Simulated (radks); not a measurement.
Task: Dipole-allowed excitations along the series with 4 electrons in [He] 2s2. Calculated with a radial shooting solver on a logarithmic mesh with Libxc functionals: non-relativistic Kohn-Sham, LB94 model potential, spin-unpolarised, spherical densities, point nucleus. Time-dependent linear response with the Hartree and adiabatic LDA kernel, continuum included through the Sternheimer equations. Lines are the poles of the dipole polarisability below minus the highest occupied eigenvalue, found on a grid refined at the orbital gaps; the lowest seven at most are given, and weak or close lines can be missed. The first line takes the name of the lowest orbital gap if no other gap lies below it; otherwise a line is named after a gap within 0.6 % of it, if that gap stands alone.

| species | -e(HOMO) (eV) | lowest orbital gap (eV) | first line (eV) | f | strongest line (eV) | its f | static alpha (bohr^3) |
|---|---|---|---|---|---|---|---|
| B+ | 24.064 | 2s-2p 5.475 | 7.976 (2s-2p) | 0.851 | the first | 0.851 | 10.93 |
| C2+ | 46.305 | 2s-2p 7.587 | 10.969 (2s-2p) | 0.634 | the first | 0.634 | 4.357 |
| O4+ | 111.28 | 2s-2p 11.746 | 16.777 (2s-2p) | 0.424 | 69.470 (unassigned) | 0.484 | 1.234 |
| F5+ | 153.98 | 2s-2p 13.810 | 19.647 (2s-2p) | 0.365 | 94.587 (unassigned) | 0.533 | 0.7683 |
| Ne6+ | 203.49 | 2s-2p 15.869 | 22.504 (2s-2p) | 0.321 | 123.49 (2s-3p) | 0.570 | 0.5108 |

Estimate the first line of N3+, its oscillator strength and the static polarisability.

Result: 13.890 eV (2s-2p), f = 0.507, alpha = 2.168 bohr^3.
